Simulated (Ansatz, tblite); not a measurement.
Forces on Ag₂H at its r2SCAN-D4/def2-TZVP geometry. The state is a doublet with charge 0.

In the def2 sets Ag takes a core potential; there is no spin–orbit coupling. The xTB rows come from tblite. The structure comes from a short search, and lower isomers may exist.

GFN1-xTB (tblite), largest force 0.25 eV/Å:

```xyz
3
positions Å, forces eV/Å
Ag    1.052   -0.179   -1.069   -0.163    0.059    0.181
Ag   -0.809    0.676    1.082    0.151   -0.087   -0.183
H    -0.243   -0.497   -0.013    0.012    0.028    0.003
```

GFN2-xTB (tblite), largest force 0.34 eV/Å:

```
Ag -0.249 -0.003 0.231
Ag 0.154 -0.187 -0.235
H 0.095 0.190 0.004
```

r2SCAN-D4/def2-TZVP (Ansatz), largest force 0.01 eV/Å:

```
Ag 0.007 0.005 -0.004
Ag 0.001 0.005 0.001
H -0.009 -0.010 0.003
```
